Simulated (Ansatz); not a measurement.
Ansatz (a first-principles code) input (PBE/def2-TZVPD):

Ansatz 0.2 input:
```yaml
crystal:
  periodic: [false, false, false]
  atoms:
    - {symbol: Cs, position_ang: [-0.00000000, -0.00000000, -1.29303616]}
    - {symbol: Br, position_ang: [0.00000000, 0.00000000, 2.03191397]}
basis:
  gaussian:
    orbitals: def2-TZVPD
hamiltonian:
  xc: {name: PBE}
total_charge: -1
magnetization: {spin_polarized: true, initial_magnetization: 1}
output: {forces: true}
```

Output:

```
Functional definition: PBE
integrals: 0.03 GiB planned
729 factors; their error is unknown
mean field: 0.27 GiB planned
mean field evaluation 1: about -70570.0692 eV, gradient 4.4e1 eV
mean field evaluation 2: about -70561.1870 eV, gradient 7.1e1 eV
mean field evaluation 4: about -70587.3061 eV, gradient 2.3e0 eV
mean field evaluation 8: about -70587.3650 eV, gradient 9.9e-2 eV
mean field evaluation 16: about -70587.3651 eV, gradient 7.4e-5 eV
mean field evaluation 32: about -70586.5233 eV, gradient 1.2e0 eV
mean field evaluation 64: about -70586.5233 eV, gradient 1.2e0 eV
mean field -70587.36509728 eV, -2594.0378214906 hartree, gradient 1.7e-5 eV, S^2 0.750046; 11 other end points of the search recorded, 0 dependent functions left out
the calculation of the forces begins
reference -70587.36513796 eV, -2594.0378229853 hartree; 23, 22 occupied and 66, 67 virtual orbitals, 729 factors
Total energy: -70587.36513796 eV, -2594.0378229853 hartree
Atom 0 at    -0.000000    -0.000000    -1.293036 Å, force    -0.000000    -0.000000     0.063656 eV/Å
Atom 1 at     0.000000     0.000000     2.031914 Å, force    -0.000000     0.000000    -0.063656 eV/Å
Dipole moment:    -0.000000     0.000000     0.428146 e Å
```
